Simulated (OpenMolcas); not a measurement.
Pt6+ in a point-charge field

Pt6+ among 8 point charges of -1.2 e arranged as a cube (Oh), 1.82 Å from the ion.

```
Program             : OpenMolcas
Method              : CASSCF
Basis               : ANO-RCC-VTZP [8s7p5d3f1g]
Scalar Hamiltonian  : DKH2, point nucleus
Active space        : 4 electrons in 5 orbitals (5d)
State averaging     : 2S+1 = 5 even, 5 roots; 2S+1 = 3 even, 45 roots; 2S+1 = 1 even, 50 roots
Spin-orbit coupling : state interaction with AMFI integrals over the reference wave functions
```

The lowest spin-free states (labels of O, the rotations of Oh), above the lowest:

```
State  Degeneracy  E (cm-1)  Free-ion L (%)
  5T2           3       0.0         D (100)
   5E           2      5471         D (100)
  3T1           3     17393          H (61)
  3T2           3     19871          H (73)
  3T1           3     21738          H (67)
  1A1           1     22974          I (48)
  3T2           3     24166          G (74)
   3E           2     24233          H (81)
  3T1           3     24827          P (56)
  1T1           3     26999          I (67)
  3T2           3     27931          F (72)
  3A2           1     28045         F (100)
  3T1           3     28388          H (45)
   3E           2     29019          G (79)
  1T2           3     30742          I (96)
  3A1           1     31042         G (100)
   1E           2     32930          G (67)
  3T1           3     33090          G (44)
  1A1           1     33792          I (48)
  3T2           3     34145          D (88)
```

The lowest levels with spin-orbit coupling:

```csv
E (cm-1),Degeneracy,Label,2S+1
0.0,1,A1,5 (59 %)
7036,3,T1,5 (82 %)
12026,3,T2,5 (89 %)
13722,2,E,5
16181,3,T1,5 (84 %)
17473,3,T2,5 (78 %)
19976,1,A1,3 (45 %)
20110,1,A2,5 (75 %)
20419,2,E,5 (52 %)
20695,3,T1,5 (54 %)
20930,3,T2,5 (68 %)
25446,1,A1,5 (50 %)
29039,2,E,3 (65 %)
29195,3,T1,3 (63 %)
30237,3,T2,3 (75 %)
31976,1,A2,3 (81 %)
32187,1,A1,3 (58 %)
33825,3,T2,3 (85 %)
34288,3,T1,3 (82 %)
35602,3,T1,3
```

Powder χT (cm3 K/mol): 0 at 2 K, 0.00122 at 10 K, 0.00611 at 50 K, 0.0122 at 100 K, 0.0245 at 200 K, 0.0367 at 300 K. The effective moment at 300 K is 2.828 √(χT) = 0.54 μB.

A least-squares ligand-field fit to the states below 45000 cm-1, each weighted by its degeneracy and with a free common offset, gives 10Dq = -5489 cm-1 (negative for this site), B = 999 cm-1 and C = 4189 cm-1 (C/B = 4.19), with an rms deviation of 85 cm-1.

Spin-orbit coupling mixes the spin-free states strongly: the lowest level takes only 44 % from its leading state, 5T2. Without dynamic correlation the repulsion within the d shell is too large (B by tens of per cent), so at a given field states of lower spin stand too high. Point charges give a weaker field than real ligands, and real ions of this kind are as a rule low spin; the high spin found here belongs to the model. Point charges carry no covalency, so the field is a model and not that of real ligands. No measured value stands beside these numbers.
